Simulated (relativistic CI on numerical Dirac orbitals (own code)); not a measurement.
One change at a time: Kr¹⁰⁺

Base calculation: Dirac-Coulomb-Breit CI, KLI orbitals optimised for each configuration, model QED (radiative potential, 1s self-energy scaled to tabulated hydrogen-like ionisation energies), unscaled Slater integrals.

Configuration list (outside the closed core [Ne]): 3s2.3p6.3d8, 3s2.3p5.3d9, 3s2.3p4.3d10, 3s.3p6.3d9, 3s2.3p6.3d7.4s, 3s2.3p6.3d7.4p, 3p6.3d10, 3s2.3p6.3d7.4d, 3s2.3p6.3d6.4s2, 3s2.3p6.3d6.4s.4p, 3s2.3p6.3d7.4f, 3s2.3p6.3d7.5s, 3s2.3p6.3d6.4p2, 3s2.3p6.3d7.5p, 3s2.3p6.3d6.4s.4d, 3s.3p5.3d10. Levels of other configurations are missing.

The lowest level and the first level of each name with at least 55 % of one term (blank where a level has no safe partner in the second run):

```csv
Level,Base (cm⁻¹),Shift (cm⁻¹)
3s2.3p6.3d8 3F_4,0,0
3s2.3p6.3d8 3F_3,9119,+17
3s2.3p6.3d8 3F_2,13431,+17
3s2.3p6.3d8 3P_2,44699,+6
3s2.3p6.3d8 3P_1,44707,+2
3s2.3p6.3d8 3P_0,45288,-1
3s2.3p6.3d8 1G_4,56988,-8
3s2.3p6.3d8 1S_0,118905,-28
3s2.3p6.3d7.4s 5F_5,912094,+11646
3s2.3p6.3d7.4s 5F_4,917785,+11780
3s2.3p6.3d7.4s 5F_3,922670,+11896
3s2.3p6.3d7.4s 5F_2,925932,+11953
3s2.3p6.3d7.4s 5F_1,927957,+11984
3s2.3p6.3d7.4s 3F_4,929278,+11965
```

At this charge energies of transitions that change n are usually good to better than 1 %, and those within a shell (Δn = 0) to a few per cent. Terms inside the open d or f shell come out 10 to 20 % too wide with unscaled integrals.

Question: One thing was changed in a second run, which moved the levels as shown. Which?
A. one mean potential for all configurations
B. QED terms removed
C. P86 correlation estimate
D. configuration mixing switched off
E. Breit term removed

Answer: A. One mean potential for all configurations. One potential for all configurations removes the relaxation of the orbitals, which moves whole configurations and changes the integrals a little.

LS names give the leading component of a level, which can be under half, so a name can repeat, a term be missing and a line seem to break the LS rules.
